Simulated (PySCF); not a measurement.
The vertical singlet excitations below were computed for one of the candidates. The calculation used TDDFT PBE0/def2-SVPD, vertical, gas phase, core orbitals frozen in the response in PySCF 2.14.0, density-fitted response routines. Geometries: GFN2-xTB, one conformer each.

```
state  ν̃ (cm⁻¹)       f  main configurations (H = HOMO, L = LUMO)
   S1      28500  0.0052                                 H→L (99%)
   S2      32150  0.0001                               H→L+1 (99%)
   S3      37420   0.063  H-1→L (63%), H-1→L+1 (18%), H-2→L+1 (9%)
   S4      40350  0.0032                               H-3→L (94%)
   S5      41990   0.046   H-1→L+1 (48%), H-1→L (27%), H-2→L (21%)
   S6      44340  0.0059                             H-3→L+1 (95%)
   S7      47280   0.282                H-2→L (59%), H-1→L+1 (25%)
   S8      50940   0.197                H-2→L+1 (68%), H→L+2 (16%)
```

Orbital energies (eV): HOMO-3 -8.36, HOMO-2 -8.34, HOMO-1 -7.39, HOMO -6.98, LUMO -1.96, LUMO+1 -1.40, LUMO+2 0.31.

Task: Which candidate is it? All have the formula C5H8NPSi.
A. `[SiH3]Pc1ccccn1`
B. `CC1=CN=CP=C1[SiH3]`
C. `[SiH3]PC1=CC=CN=C1`

Result: B. Its S1, at 3.53 eV, is the lowest among the candidates; the nearest of the others has S1 at 4.55 eV. S1 is HOMO→LUMO (99%). Löwdin shares by element: HOMO nitrogen 42%, phosphorus 22%, carbon 18% or more (atoms not listed hold the other 18%); LUMO carbon 37% or more, phosphorus 30%, nitrogen 11% (atoms not listed hold the other 22%). At the same level the other candidates give, for their lowest levels:
- `[SiH3]Pc1ccccn1`: 4.55 eV (f 0.030); 4.87 eV (f 0.067); 5.04 eV (f 0.044); 5.34 eV (f 0.075); 5.86 eV (f 0.019); T1 3.89 eV; HOMO -6.74, LUMO -1.11 eV
- `[SiH3]Pc1cccnc1`: 4.73 eV (f 0.009); 4.84 eV (f 0.047); 4.97 eV (f 0.009); 5.19 eV (f 0.200); 5.67 eV (f 0.019); T1 3.88 eV; HOMO -6.85, LUMO -1.07 eV
Triplets come from the Tamm–Dancoff approximation.
